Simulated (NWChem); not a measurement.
Molecule: InGeH3Cl2; SMILES [Cl][In]([Cl])[GeH3]

Results from NWChem. All runs use the structure optimised with PBE-D3(BJ)/def2-SVP (def2 core potentials past Kr). Not confirmed as a minimum by frequencies.

For level B3LYP/3-21G, non-relativistic:

| Quantity | Result |
|---|---|
| highest occupied level (eV) | -8.09 |
| orbital gap (eV) | 5.61 |
| dipole (D) | 4.65 |

**Question.** How do the values read with level B3LYP/STO-3G, non-relativistic instead?

**Answer.** The highest occupied level (eV) is -5.29. The orbital gap (eV) is 5.84. The dipole (D) is 3.78.
